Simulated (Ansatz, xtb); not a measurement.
Reaction 4 R1 + R2 → P1 + P2 + 3 P3, each structure at its B3LYP-D3(BJ)/def2-TZVP stationary point, reached from a drawn start (curvature not checked).
R1: H2 (SMILES [H][H]), charge 0, multiplicity 1.
P1, H2O (SMILES O) (charge 0, multiplicity 1):
```xyz
3

O      0.0000     0.0000     0.3896
H      0.0000     0.7650    -0.1949
H      0.0000    -0.7650    -0.1949
```
P2: NH3 (SMILES N), charge 0, multiplicity 1.
P3, SiH4 (SMILES [SiH4]) (charge 0, multiplicity 1):
```xyz
5

Si     0.0000     0.0000     0.0000
H      0.8547     0.8547     0.8547
H     -0.8547    -0.8547     0.8547
H     -0.8547     0.8547    -0.8547
H      0.8547    -0.8547    -0.8547
```
R2, H9NOSi3 (SMILES [SiH3]N[SiH2]O[SiH3]) (charge 0, multiplicity 1, Z-matrix in Å and degrees):
```
N
H 1 1.0115
Si 1 1.7217 2 115.43
O 3 1.6415 1 112.90 2 -89.99
Si 4 1.6397 3 140.87 1 -14.94
Si 1 1.7336 2 116.12 3 -175.18
H 3 1.4757 4 107.75 5 104.56
H 3 1.4767 7 112.18 4 -117.86
H 5 1.4781 4 108.34 3 -160.89
H 6 1.4788 1 106.72 2 178.04
H 5 1.4817 9 109.43 4 120.35
H 5 1.4826 9 109.57 11 119.06
H 6 1.4829 10 109.77 1 -121.16
H 6 1.4833 10 109.36 13 -117.80
```

P less R. No zero-point or thermal terms. One arrangement of each flexible species, with no search for the lowest.

Programs: Ansatz (a quantum-chemistry and plane-wave program) with Gaussian orbitals; xtb for the GFN methods. Each number belongs to the level named beside it.

One of these levels gives 2.337 eV for the reaction energy. Name it.
(A) wB97M-V/def2-TZVPP
(B) PBE/def2-TZVPP
(C) GFN1-xTB

A, wB97M-V/def2-TZVPP. The others give 2.073 (GFN1-xTB), 1.878 (PBE/def2-TZVPP)
